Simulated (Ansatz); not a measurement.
```yaml
crystal:
  periodic: [false, false, false]
  atoms:
    - {symbol: Sn, position_ang: [-0.535541, -1.959369, -0.312736]}
    - {symbol: F, position_ang: [-1.964875, -2.705550, -1.005963]}
    - {symbol: F, position_ang: [0.609029, -3.368493, 0.203960]}
    - {symbol: O, position_ang: [-0.875297, -0.641995, 1.287606]}
    - {symbol: Sn, position_ang: [-0.193536, 0.800845, 1.990788]}
    - {symbol: F, position_ang: [-1.328536, 2.010609, 2.899213]}
    - {symbol: F, position_ang: [1.440054, 0.242716, 2.816795]}
    - {symbol: O, position_ang: [0.534727, 1.823402, 0.174146]}
    - {symbol: Sn, position_ang: [0.516611, 1.179943, -1.439581]}
    - {symbol: F, position_ang: [-0.997805, 1.729524, -2.471008]}
    - {symbol: F, position_ang: [2.108891, 1.878585, -2.675536]}
    - {symbol: O, position_ang: [0.591966, -0.808697, -1.757044]}
basis:
  gaussian: {orbitals: STO-3G}
hamiltonian: {xc: {name: wB97X}}
scf: {omitted_lower_state_checks: [starts]}
```

```sh
$ ansatz run in.yaml --threads 4 --pin off --events-out ev --progress --plain --max-ram 6963MiB
```

It prints (some lines left out):

```
Functional definition: wB97X
1779 factors; integrals over basis functions are off by at most 3.8e-5 eV
314 factors; integrals over basis functions are off by at most 3.4e-7 eV
mean field evaluation 1: about -509093.2224 eV, gradient 4.8e1 eV
mean field evaluation 2: about -509102.4975 eV, gradient 2.8e1 eV
mean field evaluation 4: about -509105.3927 eV, gradient 2.0e0 eV
mean field evaluation 8: about -509105.2459 eV, gradient 1.9e-1 eV
mean field evaluation 16: about -509105.2461 eV, gradient 1.1e-4 eV
mean field -509105.24608995 eV, -18709.2727098757 hartree, gradient 6.5e-5 eV, S^2 0.000000; 0 other end points of the search recorded, 0 dependent functions left out
reference -509105.24606999 eV, -18709.2727091423 hartree; 114, 114 occupied and 12, 12 virtual orbitals, 1779 factors
Total energy: -509105.24606999 eV, -18709.2727091423 hartree
Checks for a lower state left out: starts
```

Run time 13 s (4 threads of Arm Neoverse V1 on a shared host), peak host memory 1.1 GiB.
